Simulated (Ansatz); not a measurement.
Cost and result up the ladder for the cluster Li₃Si₆ (9 atoms). The state is a doublet with charge 0. Geometry: PBE0-D4/def2-SVP.

Cartesian coordinates in Å:
```
Li 0.627 1.873 1.976
Li 1.450 -2.388 -0.039
Li 2.371 1.032 -1.215
Si -2.353 -0.643 0.399
Si 0.079 1.619 -0.569
Si 0.488 -0.498 -1.570
Si -1.723 1.541 0.898
Si -1.019 -2.104 -0.825
Si 0.082 -0.431 0.945
```

Ansatz on 4 threads of AMD EPYC 9R45 on a shared host. Times are rough, and most runs start from the orbitals of an earlier one. r2SCAN0-D4/def2-TZVP serves as the yardstick here, not as an exact answer. Differences are given only for rows in sets of like size (and for xTB, whose basis is part of the method), since another set adds its own error. Binding counts from free atoms at the same level (Li doublet, Si triplet; other spins of the atoms weren't run), without zero-point energy or a counterpoise term.

Correlated methods freeze 30 core orbitals; core or outer-core shells of Li are correlated, in sets that lack core-valence functions. The rows differ in basis, and correlated rows in double-zeta sets carry the largest basis error. Another isomer (doublet) lies 0.54 eV lower at PBE0-D4/def2-TZVP; other spin states weren't run for this one.

Correlated methods converge slowly with the basis, most of all in double-zeta sets.

| level | functions | binding energy per atom (eV) | difference from r2SCAN0-D4/def2-TZVP (eV) |
| --- | --- | --- | --- |
| MP2/def2-TZVP | 264 | 2.84 | 0.00 |
| HF/STO-3G | 69 | 2.70 | – |
| BLYP-D4/def2-TZVP | 264 | 2.73 | -0.10 |
| PBE-D4/def2-SVP | 135 | 2.98 | – |
| r2SCAN-D4/def2-TZVP | 264 | 2.91 | 0.07 |
| r2SCANh-D4/def2-TZVP | 264 | 2.88 | 0.04 |
| r2SCAN0-D4/def2-TZVP | 264 | 2.84 | 0.00 |
| PBE0-D4/def2-TZVP | 264 | 2.89 | 0.06 |
| PBE-D4/def2-TZVP (with forces) | 264 | 2.98 | 0.14 |
| PBE0-D4/def2-SVP | 135 | 2.89 | – |
| CCSD(T)/def2-SVP | 135 | 2.48 | – |

**Question.** Estimate how long each takes.

**Answer.** HF/STO-3G 0.45 s; PBE-D4/def2-SVP 1.9 s; PBE0-D4/def2-SVP 2.4 s; BLYP-D4/def2-TZVP 3.4 s; PBE-D4/def2-TZVP (with forces) 3.5 s; MP2/def2-TZVP 5.5 s; r2SCAN-D4/def2-TZVP 7.5 s; PBE0-D4/def2-TZVP 8.5 s; r2SCANh-D4/def2-TZVP 11 s; r2SCAN0-D4/def2-TZVP 13 s; CCSD(T)/def2-SVP 13 s. On shared hardware such times vary by a factor of up to 3.
